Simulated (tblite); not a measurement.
Species: C8H11Al.
Numbering: `[CH2:1]=[C:2]1[AlH:3][CH2:4][CH2:5][C@@H:6]1[C:7]#[C:8][CH3:9]` (hydrogens: H10, H11 on C1; H12 on Al3; H13, H14 on C4; H15, H16 on C5; H17 on C6; H18, H19, H20 on C9)

Computed with GFN2-xTB (tblite), gas phase: L-BFGS steps from a force-field or distance-geometry start until the largest atomic force falls under 0.01 eV/Å.

Step 39: E = -644.2809 eV
```
atom  x, y, z in Å  |  force x, y, z in eV/Å
C1     -1.3561    2.3523    0.1348   -0.007   0.008  -0.026
C2     -1.3391    1.0363   -0.0628   -0.008  -0.006   0.028
Al3    -2.3472   -0.5169    0.6303    0.002  -0.069   0.020
C4     -1.2812   -1.9072   -0.3131    0.025  -0.002   0.014
C5     -0.7672   -1.0003   -1.4548   -0.014  -0.001   0.005
C6     -0.2790    0.3797   -0.9484   -0.021   0.008  -0.036
C7      0.9707    0.2471   -0.2186    0.003  -0.004  -0.027
C8      2.0399    0.1725    0.3199   -0.012  -0.002  -0.021
C9      3.3524    0.0947    0.9259    0.019   0.001   0.017
H10    -0.6393    3.0270   -0.3180    0.023  -0.001  -0.030
H11    -2.1004    2.8193    0.7630    0.002  -0.028   0.011
H12    -3.5828   -0.5740    1.5515    0.004   0.041   0.020
H13    -1.7453   -2.8026   -0.7423    0.038   0.021   0.022
H14    -0.4124   -2.2550    0.2627   -0.010  -0.051   0.001
H15    -1.5861   -0.8226   -2.1622    0.022   0.020   0.003
H16     0.0504   -1.4820   -2.0009   -0.027   0.034  -0.011
H17    -0.0753    1.0102   -1.8235    0.012   0.041  -0.021
H18     3.3675    0.6209    1.8788   -0.039   0.019   0.046
H19     4.0865    0.5538    0.2643    0.021   0.018  -0.022
H20     3.6389   -0.9426    1.0932   -0.033  -0.048   0.007
```

Step 40: E = -644.2818 eV
```
atom  x, y, z in Å  |  force x, y, z in eV/Å
C1     -1.3551    2.3537    0.1319    0.006   0.019  -0.010
C2     -1.3364    1.0371   -0.0648   -0.023   0.023   0.027
Al3    -2.3416   -0.5173    0.6315    0.006  -0.046   0.032
C4     -1.2774   -1.9064   -0.3108    0.044  -0.002  -0.016
C5     -0.7685   -1.0007   -1.4565   -0.007   0.017   0.013
C6     -0.2791    0.3796   -0.9533   -0.025   0.031  -0.017
C7      0.9700    0.2475   -0.2235    0.015  -0.010  -0.019
C8      2.0373    0.1709    0.3184   -0.009  -0.001  -0.019
C9      3.3479    0.0932    0.9284    0.020   0.000   0.016
H10    -0.6398    3.0320   -0.3209   -0.001  -0.035  -0.024
H11    -2.0964    2.8196    0.7658    0.015  -0.043  -0.011
H12    -3.5735   -0.5808    1.5557   -0.007   0.045   0.025
H13    -1.7447   -2.8006   -0.7381    0.040   0.005   0.021
H14    -0.4059   -2.2539    0.2608   -0.013  -0.055   0.001
H15    -1.5918   -0.8215   -2.1584    0.031   0.004  -0.009
H16     0.0489   -1.4807   -2.0051   -0.052   0.028  -0.014
H17    -0.0752    1.0113   -1.8275    0.006   0.031  -0.029
H18     3.3591    0.6197    1.8815   -0.034   0.014   0.037
H19     4.0836    0.5525    0.2683    0.019   0.013  -0.012
H20     3.6333   -0.9444    1.0967   -0.032  -0.038   0.006
```

Step 41: E = -644.2828 eV
```
atom  x, y, z in Å  |  force x, y, z in eV/Å
C1     -1.3538    2.3555    0.1285    0.017   0.017   0.009
C2     -1.3343    1.0383   -0.0667   -0.030   0.038   0.016
Al3    -2.3355   -0.5188    0.6333    0.011  -0.010   0.042
C4     -1.2724   -1.9058   -0.3088    0.051  -0.001  -0.035
C5     -0.7700   -1.0007   -1.4581    0.002   0.037   0.017
C6     -0.2798    0.3803   -0.9587   -0.015   0.049   0.009
C7      0.9691    0.2478   -0.2287    0.025  -0.012  -0.011
C8      2.0344    0.1692    0.3167    0.000   0.003  -0.014
C9      3.3435    0.0916    0.9314    0.007  -0.001   0.010
H10    -0.6398    3.0364   -0.3245   -0.024  -0.063  -0.019
H11    -2.0920    2.8195    0.7684    0.023  -0.046  -0.029
H12    -3.5634   -0.5870    1.5609   -0.015   0.048   0.029
H13    -1.7426   -2.7988   -0.7338    0.036  -0.017   0.013
H14    -0.3993   -2.2539    0.2592   -0.005  -0.054  -0.001
H15    -1.5974   -0.8201   -2.1545    0.030  -0.013  -0.020
H16     0.0463   -1.4786   -2.0100   -0.063   0.019  -0.020
H17    -0.0750    1.0130   -1.8323   -0.006   0.017  -0.028
H18     3.3494    0.6187    1.8850   -0.023   0.000   0.013
H19     4.0808    0.5512    0.2722    0.009   0.000   0.012
H20     3.6268   -0.9471    1.1004   -0.028  -0.012   0.005
```

Step 42: E = -644.2840 eV
```
atom  x, y, z in Å  |  force x, y, z in eV/Å
C1     -1.3521    2.3578    0.1246    0.023   0.002   0.028
C2     -1.3334    1.0402   -0.0689   -0.024   0.032  -0.001
Al3    -2.3278   -0.5212    0.6362    0.015   0.031   0.046
C4     -1.2657   -1.9053   -0.3074    0.040   0.001  -0.036
C5     -0.7720   -0.9997   -1.4598    0.012   0.052   0.016
C6     -0.2813    0.3821   -0.9645    0.005   0.056   0.032
C7      0.9674    0.2482   -0.2339    0.028  -0.009  -0.007
C8      2.0309    0.1671    0.3148    0.013   0.009  -0.006
C9      3.3381    0.0897    0.9350   -0.014  -0.003   0.001
H10    -0.6385    3.0393   -0.3293   -0.039  -0.075  -0.019
H11    -2.0866    2.8195    0.7703    0.019  -0.032  -0.035
H12    -3.5512   -0.5933    1.5686   -0.021   0.048   0.033
H13    -1.7382   -2.7975   -0.7295    0.027  -0.038   0.001
H14    -0.3917   -2.2543    0.2580    0.012  -0.048  -0.009
H15    -1.6039   -0.8186   -2.1504    0.021  -0.026  -0.028
H16     0.0418   -1.4754   -2.0165   -0.058   0.009  -0.028
H17    -0.0747    1.0151   -1.8381   -0.022   0.002  -0.017
H18     3.3377    0.6176    1.8893   -0.009  -0.018  -0.018
H19     4.0774    0.5498    0.2768   -0.005  -0.016   0.043
H20     3.6186   -0.9506    1.1049   -0.022   0.022   0.005
```

Q: Estimate the geometry and energy of step 43. (The exact step hangs on the optimiser's Hessian estimate; all steps are aligned on step 42, rigid shifts and turns removed.)

A: E = -644.2853 eV, largest force 0.080 eV/Å
```
atom  x, y, z in Å  |  force x, y, z in eV/Å
C1     -1.3496    2.3605    0.1204    0.021  -0.021   0.044
C2     -1.3336    1.0429   -0.0719   -0.009   0.006  -0.018
Al3    -2.3183   -0.5237    0.6404    0.017   0.064   0.043
C4     -1.2570   -1.9049   -0.3067    0.015   0.003  -0.020
C5     -0.7743   -0.9973   -1.4618    0.016   0.051   0.007
C6     -0.2833    0.3853   -0.9704    0.026   0.042   0.043
C7      0.9649    0.2488   -0.2391    0.024   0.001  -0.007
C8      2.0265    0.1648    0.3127    0.023   0.016   0.002
C9      3.3313    0.0874    0.9393   -0.035  -0.005  -0.008
H10    -0.6361    3.0402   -0.3352   -0.040  -0.065  -0.025
H11    -2.0799    2.8200    0.7710    0.002  -0.002  -0.027
H12    -3.5360   -0.5998    1.5793   -0.023   0.048   0.036
H13    -1.7311   -2.7972   -0.7255    0.019  -0.050  -0.010
H14    -0.3826   -2.2550    0.2570    0.032  -0.034  -0.026
H15    -1.6114   -0.8171   -2.1460    0.008  -0.031  -0.029
H16     0.0350   -1.4711   -2.0254   -0.037   0.001  -0.037
H17    -0.0747    1.0175   -1.8450   -0.038  -0.009   0.001
H18     3.3238    0.6159    1.8941    0.006  -0.033  -0.043
H19     4.0729    0.5478    0.2828   -0.014  -0.030   0.069
H20     3.6084   -0.9542    1.1101   -0.013   0.048   0.006
```

The energy changes by -0.0013 eV. The first-order estimate −F·Δx gives -0.0018 eV and the mean of the old and new forces, exact on a quadratic surface, -0.0013 eV. The step makes an angle of 79° with the force vector and moves no atom by more than 0.020 Å.

The cost below is that of the whole relaxation. Time: 2.2 s wall. Hardware: one thread of an Arm Neoverse N1, on a shared host.
